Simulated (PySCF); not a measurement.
# Two-dimensional NMR puzzle

Compound of formula C₈H₁₁N. Correlations simulated from computed shifts and the bond graph:

HSQC (one-bond C–H):
```
  δH     δC
6.92  121.1
6.80  122.6
6.44  110.3
6.11  100.6
2.84   31.1
1.99   19.1
```

COSY cross peaks (H two or three bonds apart, from the bond graph; peaks can be absent where the dihedral angle is near 90°):
```
  δH    δH
6.92  6.44
6.92  6.11
6.80  6.44
```

HMBC (two and three bonds, from the bond graph):
```
  δH                                δC
6.92        138.1, 122.6, 110.3, 100.6
6.80  138.1, 121.1, 112.6, 110.3, 19.1
6.44        122.6, 121.1, 112.6, 100.6
6.11        138.1, 121.1, 112.6, 110.3
2.84                             138.1
1.99               138.1, 122.6, 112.6
```

Carbons without hydrogens: δ 138.1, 112.6.

PySCF 2.14 calculation with shielding tensors at KT3/pcSseg-1 (GIAO) and geometry: PBE0-D3(BJ)/def2-SVP; one computed conformer, no solvent model, fast rotation and ring inversion assumed for equivalent nuclei, non-relativistic.

Shifts are taken against calculated references (same method and geometry level): TMS for 1H, 13C.

Exchangeable hydrogens are left out of these lists.

Task: Which molecule is this?

Result: SMILES CNc1ccccc1C.

Numbering as in the mapped SMILES `[CH3:1][NH:2][c:3]1[cH:4][cH:5][cH:6][cH:7][c:8]1[CH3:9]`. Hydrogens are named by the atom that carries them.

- δC 138.1 is C3, an aromatic carbon bearing nitrogen.
- δC 122.6 is C7, an aromatic CH (δH 6.80).
- δC 121.1 is C5, an aromatic CH (δH 6.92).
- δC 112.6 is C8, a substituted aromatic carbon.
- δC 110.3 is C6, an aromatic CH (δH 6.44).
- δC 100.6 is C4, an aromatic CH (δH 6.11).
- δC 31.1 is C1, a methyl carbon bonded to N (δH 2.84).
- δC 19.1 is C9, a methyl carbon on an aromatic ring (δH 1.99).
- HMBC from δH 6.92 reaches the proton-free carbon C3.
- HMBC from δH 6.80 reaches the proton-free carbons C3, C8.
- HMBC from δH 6.44 reaches the proton-free carbon C8.
- HMBC from δH 6.11 reaches the proton-free carbons C3, C8.
- COSY links 6.92–6.44, 6.92–6.11, 6.80–6.44.

The shifts were computed for this structure.

Exchangeable OH/NH protons stand at their gas-phase positions; hydrogen bonding in a real sample shifts them, mostly to higher δ. Shifts are as computed, not scaled to solution data. Of 1211 compounds with measured shifts, 218 miss one by over three times the rms of a fit or turn the order of signals round; such compounds aren't used in these exercises.
